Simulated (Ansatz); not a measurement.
Ansatz (an electronic-structure program) input:

Ansatz 0.2 input:
```yaml
crystal:
  periodic: [false, false, false]
  atoms:
    - {symbol: In, position_ang: [0.00000000, 0.00000000, 0.00000000]}
    - {symbol: H, position_ang: [-0.00000000, -0.00000000, -1.67028748]}
    - {symbol: H, position_ang: [0.00000000, 0.00000000, 1.67028748]}
basis:
  gaussian:
    orbitals: def2-SVP
total_charge: 1
magnetization: {spin_polarized: false}
correlation: {method: ccsdt_q, electrons: outside_noble_gas}
```

Q: Predict the final energy.

A: -190.15273 Eh (CCSDT(Q)/def2-SVP). The basis has 36 functions.
